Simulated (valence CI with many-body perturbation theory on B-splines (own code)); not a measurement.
**Level structure of Nd¹⁰⁺**

Method: valence CI with perturbative core correlation (CI+MBPT): four valence electrons over a frozen Dirac-Fock core [Kr] 4d10, a basis of 7 s, 7 p, 7 d, 7 f, 4 g, 2 h functions for each j, with the one-electron correlation potential Σ1 (screened to all orders), the two-electron term Σ2, the three-electron term Σ3, Breit, model QED; selected single and double excitations, second order for the rest, scaled by the run's own slope (own B-spline code, finite nucleus).

No measured spectrum was set against this ion. As an estimate, terms of the open shell hold to a few per cent of their energy, and close levels can change places; configurations with another count of f electrons can be misplaced by thousands of cm⁻¹. Among the levels kept, up to 300 cm⁻¹ of a level comes from second order outside the variational space, and about a tenth of that is noise between levels of different J, which matters for small intervals.

Levels 136 to 180 of 212, with energies above the lowest level, 4f5s²5p ³G_3. "Leading %" is the weight of the configuration and term that name the level; weights of strongly mixed levels are sums over their largest components and can fall short. In the jj column 3d3/2^4 stands for four electrons in 3d with j = 3/2. Lifetimes count E1, E2, E3, M1 and M2 decay at the calculated energies, and are blank where another channel may lead or the interval is too uncertain; long ones can be off by a factor of two.

| No. | Configuration | Term | J | E (eV) | Leading % | Leading jj | Lifetime | Second component |
| --- | --- | --- | --- | --- | --- | --- | --- | --- |
| 136 | 4f³5s | ⁵G° | 5 | 24.503 | 68 | 4f5/2 4f7/2^2 5s (65 %) | 25.2 ns | 11 % 4f³5s ³G° |
| 137 | 4f²5s5p | ³G° | 4 | 24.515 | 28 | 4f5/2 4f7/2 5s 5p3/2 (35 %) | 3.39 ns | 16 % 4f²5s5p ³F° |
| 138 | 4f²5s5p | ³P° | 0 | 24.530 | 52 | 4f7/2^2 5s 5p3/2 (33 %) | 50.9 ns | 24 % 4f²5s5p ⁵D° |
| 139 | 4f³5s | ³K° | 6 | 24.597 | 89 | 4f5/2^2 4f7/2 5s (57 %) | 23.7 ns |  |
| 140 | 4f³5s | ³K° | 7 | 24.653 | 92 | 4f5/2^2 4f7/2 5s (58 %) | 519 ns | 4 % 4f³5s ³I° |
| 141 | 4f³5s | ¹H° | 5 | 24.672 | 20 | 4f7/2^2 5s 5p3/2 (45 %) | 6.88 ns | 12 % 4f³5s ³G° |
| 142 | 4f²5s5p | ³G° | 3 | 24.685 | 27 | 4f5/2 4f7/2 5s 5p3/2 (44 %) | 961 ps | 9 % 4f²5s5p ⁵G° |
| 143 | 4f³5s | ³F° | 2 | 24.762 | 63 | 4f5/2^3 5s (38 %) | 5.55 ns | 10 % 4f³5s ³D° |
| 144 | 4f²5s5p | ³H° | 6 | 24.786 | 42 | 4f5/2^2 5s 5p3/2 (42 %) | 8.75 ns | 14 % 4f³5s ⁵G° |
| 145 | 4f³5s | ³K° | 8 | 24.818 | 96 | 4f5/2^2 4f7/2 5s (41 %) | 128 ms |  |
| 146 | 4f³5s | ¹H° | 5 | 24.835 | 50 | 4f7/2^3 5s (43 %) | 13.5 ns | 25 % 4f³5s ³G° |
| 147 | 4f5s5p² | ³D° | 1 | 24.877 | 48 | 4f7/2 5s 5p1/2 5p3/2 (44 %) | 1.43 ns | 8 % 4f²5s5p ³D° |
| 148 | 4f³5s | ³F° | 4 | 24.944 | 28 | 4f5/2^2 4f7/2 5s (29 %) | 5.39 ns | 25 % 4f³5s ¹G° |
| 149 | 4f²5s5p | ³G° | 5 | 24.970 | 32 | 4f5/2 4f7/2 5s 5p3/2 (30 %) | 3.28 ns | 17 % 4f²5s5p ³H° |
| 150 | 4f³5s | ⁵G° | 6 | 24.972 | 33 | 4f7/2 5s 5p1/2 5p3/2 (25 %) | 5.14 ns | 27 % 4f5s5p² ⁵G° |
| 151 | 4f²5s5p | ³F° | 2 | 24.978 | 32 | 4f5/2 4f7/2 5s 5p3/2 (62 %) | 1.64 ns | 13 % 4f²5s5p ⁵D° |
| 152 | 4f³5s | ³F° | 3 | 24.983 | 34 | 4f5/2^2 4f7/2 5s (28 %) | 3.27 ns | 21 % 4f³5s ³D° |
| 153 | 4f²5s5p | ³I° | 7 | 24.984 | 82 | 4f5/2 4f7/2 5s 5p3/2 (50 %) | 22.0 ns | 6 % 4f²5s5p ⁵H° |
| 154 | 4f³5s | ³F° | 3 | 25.043 | 39 | 4f5/2 4f7/2 5s 5p3/2 (34 %) | 2.76 ns | 14 % 4f²5s5p ³F° |
| 155 | 4f³5s | ³P° | 2 | 25.068 | 32 | 4f5/2 4f7/2^2 5s (39 %) | 7.78 ns | 29 % 4f³5s ³D° |
| 156 | 4f³5s | ³D° | 1 | 25.086 | 66 | 4f5/2 4f7/2^2 5s (27 %) | 9.53 ns | 11 % 4f²5s5p ³P° |
| 157 | 4f³5s | ³P° | 1 | 25.196 | 42 | 4f5/2 4f7/2^2 5s (26 %) | 4.61 ns | 11 % 4f³5s ³S° |
| 158 | 4f²5s5p | ³F° | 4 | 25.235 | 25 | 4f5/2 4f7/2 5s 5p3/2 (26 %) | 2.62 ns | 20 % 4f³5s ¹G° |
| 159 | 4f³5s | ³S° | 1 | 25.326 | 63 | 4f5/2 4f7/2^2 5s (61 %) | 13.8 ns | 16 % 4f³5s ³P° |
| 160 | 4f³5s | ³D° | 3 | 25.330 | 66 | 4f5/2 4f7/2^2 5s (56 %) | 3.07 ns | 11 % 4f³5s ³F° |
| 161 | 4f²5s5p | ³F° | 3 | 25.373 | 30 | 4f5/2 4f7/2 5s 5p3/2 (28 %) | 1.34 ns | 11 % 4f³5s ³F° |
| 162 | 4f³5s | ³P° | 2 | 25.412 | 44 | 4f7/2^3 5s (44 %) | 7.52 ns | 34 % 4f³5s ³D° |
| 163 | 4f³5s | ³F° | 4 | 25.466 | 52 | 4f7/2^3 5s (41 %) | 1.55 ns | 18 % 4f³5s ¹G° |
| 164 | 4f²5s5p | ³F° | 2 | 25.516 | 44 | 4f5/2 4f7/2 5s 5p3/2 (39 %) | 2.51 ns | 12 % 4f³5s ³D° |
| 165 | 4f³5s | ³P° | 0 | 25.534 | 68 | 4f5/2 4f7/2^2 5s (42 %) | 32.6 ns | 22 % 4f²5s5p ³P° |
| 166 | 4f5s5p² | ³G° | 5 | 25.543 | 47 | 4f7/2 5s 5p1/2 5p3/2 (27 %) | 2.08 ns | 7 % 4f²5s5p ³G° |
| 167 | 4f³5s | ¹K° | 7 | 25.653 | 86 | 4f5/2^2 4f7/2 5s (64 %) | 206 ns | 9 % 4f³5s ³L° |
| 168 | 4f²5s5p | ³G° | 4 | 25.658 | 23 | 4f7/2^2 5s 5p3/2 (36 %) | 798 ps | 14 % 4f²5s5p ¹G° |
| 169 | 4f²5s5p | ³D° | 1 | 25.659 | 43 | 4f5/2 4f7/2 5s 5p3/2 (35 %) | 1.35 ns | 10 % 4f³5s ³D° |
| 170 | 4f²5s5p | ¹I° | 6 | 25.722 | 46 | 4f5/2 4f7/2 5s 5p3/2 (51 %) | 11.3 ns | 22 % 4f²5s5p ³H° |
| 171 | 4f³5s | ³G° | 3 | 25.784 | 61 | 4f5/2^2 4f7/2 5s (39 %) | 1.30 ns | 8 % 4f²5s5p ¹F° |
| 172 | 4f²5s5p | ³P° | 1 | 25.915 | 22 | 4f5/2^2 5s 5p3/2 (18 %) | 1.65 ns | 22 % 4f²5s5p ³D° |
| 173 | 4f³5s | ³G° | 3 | 25.935 | 31 | 4f5/2 4f7/2 5s 5p3/2 (19 %) | 1.37 ns | 17 % 4f²5s5p ¹F° |
| 174 | 4f5s5p² | ³F° | 2 | 25.948 | 28 | 4f7/2 5s 5p1/2 5p3/2 (40 %) | 2.61 ns | 11 % 4f³5s ¹D° |
| 175 | 4f³5s | ³G° | 4 | 25.992 | 16 | 4f5/2^2 4f7/2 5s (19 %) | 1.66 ns | 15 % 4f³5s ⁵D° |
| 176 | 4f³5s | ⁵D° | 0 | 26.041 | 87 | 4f5/2^2 4f7/2 5s (50 %) | 17.0 ns | 5 % 4f5s5p² ⁵D° |
| 177 | 4f³5s | ³G° | 4 | 26.059 | 64 | 4f5/2 4f7/2^2 5s (45 %) | 1.57 ns | 7 % 4f³5s ¹G° |
| 178 | 4f³5s | ⁵D° | 2 | 26.061 | 79 | 4f5/2^2 4f7/2 5s (46 %) | 12.4 ns | 5 % 4f5s5p² ⁵D° |
| 179 | 4f³5s | ⁵D° | 3 | 26.067 | 69 | 4f5/2^2 4f7/2 5s (47 %) | 3.09 ns | 7 % 4f³5s ³D° |
| 180 | 4f²5s5p | ³G° | 5 | 26.078 | 42 | 4f5/2 4f7/2 5s 5p3/2 (30 %) | 1.11 ns | 11 % 4f5s5p² ⁵F° |

Names give the largest LS component (configuration and term), which can be under half, so a name can repeat, a term be missing and a line seem to break the LS rules; names also repeat where a configuration has a term twice.

Where two levels of one J and parity lie close, their mixing, g and order are uncertain.
